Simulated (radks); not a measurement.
The numbers below are computed, except where a source is named.
Numerical settings for the niobium ion Nb2+, [Kr] 4d3. Level of theory: non-relativistic Kohn-Sham, TPSS, spin-polarised, spherical densities, point nucleus; open shells are filled with parallel spins first (spin-orbit coupling, left out, can overturn this in heavy ions); meta-GGA in the generalised Kohn-Sham scheme; relativity is left out, which matters for an element this heavy (a radial shooting solver on a logarithmic mesh with Libxc functionals). The defaults (mesh step 0.008 in ln r, mesh end at 40 bohr or more with all orbitals vanishing there, Anderson mixing 0.5 over 9 steps, residual threshold near 1e-9 with the energy settled to 1e-9 hartree or 1e-11 of itself, here a cap of 74 iterations) give E = -3754.619 hartree and 4d at -20.122 eV in 12 iterations. Run on one thread of a shared host, so times are rough (Intel(R) Xeon(R) Platinum 8488C): 0.17 s of CPU time, 0.17 s wall, 12 iterations on 2486 mesh points. Changes against that run (0 stands for a change within the tolerance of the run):

| setting | iterations | converged | E (mhartree) | e(4d) (meV) | CPU (s) |
|---|---|---|---|---|---|
| mesh step in ln r 0.03 | 12 | yes | -0.00184 | 0 | 0.06 |
| mesh step in ln r 0.12 | 2 | no | diverged | - | 0.01 |
| mesh step in ln r 0.2 | 4 | no | diverged | - | 0.01 |
| mesh end (bohr) 3 | 10 | yes | +567 | +8.13e+03 | 0.14 |
| mesh end (bohr) 2 | 10 | level above zero | +6.59e+03 | +4.72e+04 | 0.12 |
| residual threshold 1e-13 | 74 | no | 0 | 0 | 0.65 |
| residual threshold 0.1 | 8 | yes | 0 | -0.136 | 0.13 |
| mixing 0.05 | 14 | yes | 0 | -0.0163 | 0.2 |
| linear mixing, mixing 0.05 | 74 | no | +0.04 | -154 | 0.85 |
| linear mixing, mixing 1 | 74 | no | 0 | +1.56 | 0.94 |
| mixing history 3 | 11 | yes | 0 | +0.0297 | 0.15 |
| iteration cap 5 | 5 | no | +0.0331 | +46.3 | 0.08 |

Settled on a wrong energy, with an occupied level pushed above zero by the early mesh end: mesh end (bohr) 2 (+6.59 hartree). Apart from these: settings that end as converged yet miss the energy by more than 1 mhartree: mesh end (bohr) 3 (+0.567 hartree). A mesh that ends early acts as a hard wall.
